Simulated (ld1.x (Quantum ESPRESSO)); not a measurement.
## Which setting gave this result? (P (Z = 15), TM)

Base potential:

phosphorus (P), norm-conserving Troullier–Martins (Kleinman–Bylander form), made with ld1.x (Quantum ESPRESSO) 7.5 (PBE, scalar-relativistic). Core [Ne], reference 3s2 3p2 (charge +1). Waves: 3s (bound): rc 1.65 bohr; 3p (bound): rc 2.00 bohr. Local part: all-electron potential smoothed inside 1.35 bohr (lloc = -1). Core correction: none.

Cutoffs, loose and tight: the cutoffs (Ry, on a coarse ladder) from which the occupation-weighted sum of valence levels, in a spherical-Bessel basis at the reference potential, stays within 10 and 1 mRy of its value at 400 Ry. They do not see the model core or the augmentation charge, which bear on the density cutoff. Test errors are all-electron minus pseudo excitation energies from the reference, over the configurations 3s2 3p3; 3s2 3p1; 3s2 3p0; 3s2 3p2.5; 3s1 3p4; 3s1 3p0; 3s2 3p3.3; variants that change the core or the reference have their own tests. The largest error is taken over the tests solved by every variant that gives reliable tests at all, those not shown here included: 3s2 3p2.5; 3s2 3p3; 3s2 3p3.3.

Only the scale of all radii (base = 1) is moved:

```json
{"scale of all radii (base = 1)": "0.8", "cutoff, loose": "21 Ry", "cutoff, tight": "80 Ry", "bound ghosts": "s", "largest test error (meV)": "-3.5"}
{"scale of all radii (base = 1)": "1.04", "cutoff, loose": "18 Ry", "cutoff, tight": "45 Ry", "bound ghosts": "none", "largest test error (meV)": "+5.3"}
{"scale of all radii (base = 1)": "1.14", "cutoff, loose": "18 Ry", "cutoff, tight": "40 Ry", "bound ghosts": "none", "largest test error (meV)": "+6.0"}
{"scale of all radii (base = 1)": "1.28", "cutoff, loose": "15 Ry", "cutoff, tight": "35 Ry", "bound ghosts": "none", "largest test error (meV)": "+6.6"}
{"scale of all radii (base = 1)": "1.38", "cutoff, loose": "12 Ry", "cutoff, tight": "30 Ry", "bound ghosts": "none", "largest test error (meV)": "+7.1"}
```

One more run gave cutoff, loose: 21 Ry; cutoff, tight: 50 Ry; bound ghosts: none; largest test error (meV): +4.7. Which value of the scale of all radii (base = 1) was used?

0.91. The tight cutoff moves one way along this sweep, from 80 Ry at 0.8 to 30 Ry at 1.38, which places the run between 0.8 and 1.04.
